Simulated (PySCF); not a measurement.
**BeSe: one state, many levels of theory**

State: ¹Σ⁺ (singlet), closed shell. Set-up: PySCF, scalar-relativistic core potentials, basis sets Be aug-cc-pVDZ, Se aug-cc-pVDZ-PP with ECP10. De refers to Be + Se in their high-spin ground configurations, without counterpoise correction. A positive dipole means Be(−)Se(+).

```json
{"Level": "RHF", "Re (Å)": "1.861", "ωe (cm⁻¹)": "884", "De (eV)": "1.20", "μ (D)": "-6.04", "CPU s a point (SCF and correlation, without the integrals)": "0.072"}
{"Level": "RHF-MP2", "Re (Å)": "1.892", "ωe (cm⁻¹)": "849", "De (eV)": "2.78", "μ (D)": "n/a", "CPU s a point (SCF and correlation, without the integrals)": "0.12"}
{"Level": "RHF-SCS-MP2", "Re (Å)": "1.892", "ωe (cm⁻¹)": "843", "De (eV)": "2.54", "μ (D)": "n/a", "CPU s a point (SCF and correlation, without the integrals)": "n/a"}
{"Level": "RHF-CCSD", "Re (Å)": "1.887", "ωe (cm⁻¹)": "841", "De (eV)": "2.13", "μ (D)": "n/a", "CPU s a point (SCF and correlation, without the integrals)": "n/a"}
{"Level": "RHF-CCSD(T)", "Re (Å)": "1.898", "ωe (cm⁻¹)": "824", "De (eV)": "2.37", "μ (D)": "n/a", "CPU s a point (SCF and correlation, without the integrals)": "3"}
{"Level": "PBE", "Re (Å)": "1.888", "ωe (cm⁻¹)": "826", "De (eV)": "3.16", "μ (D)": "-4.47", "CPU s a point (SCF and correlation, without the integrals)": "0.59"}
{"Level": "TPSS", "Re (Å)": "1.883", "ωe (cm⁻¹)": "831", "De (eV)": "3.02", "μ (D)": "-4.62", "CPU s a point (SCF and correlation, without the integrals)": "0.92"}
{"Level": "r²SCAN", "Re (Å)": "1.874", "ωe (cm⁻¹)": "857", "De (eV)": "3.14", "μ (D)": "-4.93", "CPU s a point (SCF and correlation, without the integrals)": "0.87"}
{"Level": "M06-L", "Re (Å)": "1.861", "ωe (cm⁻¹)": "872", "De (eV)": "3.12", "μ (D)": "-4.98", "CPU s a point (SCF and correlation, without the integrals)": "0.91"}
{"Level": "PBE0", "Re (Å)": "1.871", "ωe (cm⁻¹)": "858", "De (eV)": "2.91", "μ (D)": "-4.95", "CPU s a point (SCF and correlation, without the integrals)": "1.1"}
{"Level": "CAM-B3LYP", "Re (Å)": "1.861", "ωe (cm⁻¹)": "870", "De (eV)": "2.70", "μ (D)": "-5.13", "CPU s a point (SCF and correlation, without the integrals)": "1"}
{"Level": "B2PLYP", "Re (Å)": "1.883", "ωe (cm⁻¹)": "838", "De (eV)": "2.81", "μ (D)": "-5.38", "CPU s a point (SCF and correlation, without the integrals)": "0.6"}
```

The bond length runs from 1.861 Å (CAM-B3LYP) to 1.898 Å (RHF-CCSD(T)). De spans 1.20 eV (RHF, mean field) to 3.16 eV (PBE, GGA). Correlation at CCSD(T) changes the Hartree–Fock bond energy by +1.17 eV; the triples alone change it by +0.24 eV.

Correlated steps freeze 4 core orbitals. Correlated levels converge slowly with the basis: in double zeta they bind strong bonds too weakly, by up to about 1 eV, and carry superposition errors of some tenths. Where the molecule has an RHF reference, its open-shell atoms are computed with UHF. B2PLYP dipoles, levels and charges come from its SCF part alone.

The whole job (state search and all levels along the bond) took about 2.1 min on 1 thread of Arm Neoverse V2 (shared host), peak memory 0.68 GiB.
